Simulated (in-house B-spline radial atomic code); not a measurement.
The numbers below are computed, except where a source is named.
**Quantum size effects in thin Tl films (jellium)**

The positive ions are smeared into a uniform slab; the electrons are solved self-consistently in the LDA (PW92) on a fine grid across the film. Stabilised jellium adds, inside the slab, the constant potential −n de/dn that makes the bulk stable at the metal's density. No lattice, so no dependence on crystal face. Atomic units unless named. The table is for plain jellium.

Tl: 3 valence electrons per atom, density 11.8 g/cm³, mass 204.38 u, so r_s = 2.49 bohr.

```tsv
thickness (nm)	in Fermi wavelengths	filled subbands	work function (eV)	surface energy (J/m²)
0.539	1.250	3	3.774	0.096
0.593	1.375	3	3.608	0.065
0.647	1.500	4	3.332	0.081
0.701	1.625	4	3.668	0.106
0.755	1.750	4	3.723	0.091
0.809	1.876	4	3.608	0.071
0.863	1.999	5	3.391	0.083
0.917	2.125	5	3.646	0.101
0.971	2.250	5	3.692	0.090
1.024	2.375	5	3.609	0.075
1.078	2.500	5	3.444	0.084
1.132	2.625	6	3.634	0.097
1.186	2.750	6	3.672	0.089
```

Question: At what steps in thickness do new subbands fill, and why?

Answer: λ_F = 2π/k_F = 8.152 bohr = 0.431 nm. New subbands appear by 1.5, 2, 2.625 λ_F, each within the grid step of 1/8 λ_F; the true step is half a wavelength (0.216 nm), since a level crosses E_F each time one more half wave at k_F fits across the film.

Question: How large is the oscillation of the work function here?

Answer: It runs from 3.332 to 3.774 eV over the table, 0.44 eV within the first four rows and 0.23 eV within the last four, about a thick-film value of 3.60 eV. The grid can skip the cusp where a subband opens, so the true swing can be larger; measurement on the bulk metal gives about 3.84 eV.

Question: The film of 14.27 bohr has subband bottoms at -11.293, -9.859, -7.644, -4.958 eV, measured from the vacuum level. Show that these levels and neutrality give the work function in the table.

Answer: Each subband holds (E_F − ε_j)/π electrons per bohr², spin included. Neutrality needs n L = 0.015464 × 14.27 = 0.22067, and π n L × 27.2114 = 18.864 eV. So E_F = (π n L + Σ ε_j)/4 = (18.864 + (-33.754))/4 = -3.722 eV, and the work function is 3.722 eV.
